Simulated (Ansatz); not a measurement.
# Worked example: vertical energy of the triplet above the singlet of C6H10O (cyclohexanone)

C6H10O: 17 atoms, total charge 0, spin state singlet. SMILES: `O=C1CCCCC1`. The coordinates come from a PBE0-D4/def2-TZVP relaxation. This is one conformer, not always the lowest.

Both states at this one shape; open shells run unrestricted unless said. 1 Eh = 27.2114 eV.

```tsv
level	program	singlet C6H10O (Eh)	triplet C6H10O (Eh)
HF/STO-3G	Ansatz	-304.127440	-304.042973
HF/6-31G* (spherical functions)	Ansatz	-307.903574	-307.788892
B3LYP/6-31G* (spherical functions)	Ansatz	-309.884798	-309.747602
PBE0/6-31G* (spherical functions)	Ansatz	-309.524160	-309.388740
```

Work out the vertical gap, second state less first, at each level.


1. HF/STO-3G: -304.042973 − (-304.127440) = 0.084467 Eh = 2.30 eV.
2. HF/6-31G* (spherical functions): -307.788892 − (-307.903574) = 0.114682 Eh = 3.12 eV.
3. B3LYP/6-31G* (spherical functions): -309.747602 − (-309.884798) = 0.137196 Eh = 3.73 eV.
4. PBE0/6-31G* (spherical functions): -309.388740 − (-309.524160) = 0.135420 Eh = 3.68 eV.

No measured value is set beside it here; the levels span 2.30 to 3.73 eV. Hartree–Fock favours the state with fewer electron pairs, since it lacks pair correlation. Minimal sets are far from the basis-set limit.
